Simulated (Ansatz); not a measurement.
The cluster Li4Al2. The state is a singlet with charge 0. Geometry r2SCAN-D4/def2-TZVP; atoms count from 1.

```xyz
6

Al   -0.2466    0.6739   -0.2776
Al    1.7152   -0.8542   -0.2471
Li    1.4043    0.7743    1.8359
Li   -0.5034   -1.7072    1.0459
Li   -0.0900   -1.2945   -2.1271
Li   -2.2795    2.4077   -0.2301
```

The restricted singlet is unstable towards broken spin symmetry in Hartree–Fock (as tested in another run); at PBE0-D4/def2-TZVP this wasn't settled. The structure comes from a short search, and lower isomers may exist.

(1) Estimate the Mulliken populations from the PBE0/def2-TZVP orbitals of Ansatz.

(2) And the Mayer bond orders between bonded heavy atoms (over 0.3)?

## Answers

(1) 
```json
{"atom": "Al1", "charge (e)": "-1.07"}
{"atom": "Al2", "charge (e)": "-0.57"}
{"atom": "Li3", "charge (e)": "0.47"}
{"atom": "Li4", "charge (e)": "0.36"}
{"atom": "Li5", "charge (e)": "0.47"}
{"atom": "Li6", "charge (e)": "0.33"}
```
Mulliken values and Mayer orders depend strongly on the basis.

(2) Al1–Al2 1.48 (2.49 Å); Al1–Li3 0.35 (2.68 Å); Al1–Li4 0.39 (2.74 Å); Al1–Li5 0.34 (2.71 Å); Al1–Li6 0.73 (2.67 Å); Al2–Li3 0.39 (2.66 Å); Al2–Li4 0.43 (2.71 Å); Al2–Li5 0.40 (2.64 Å).
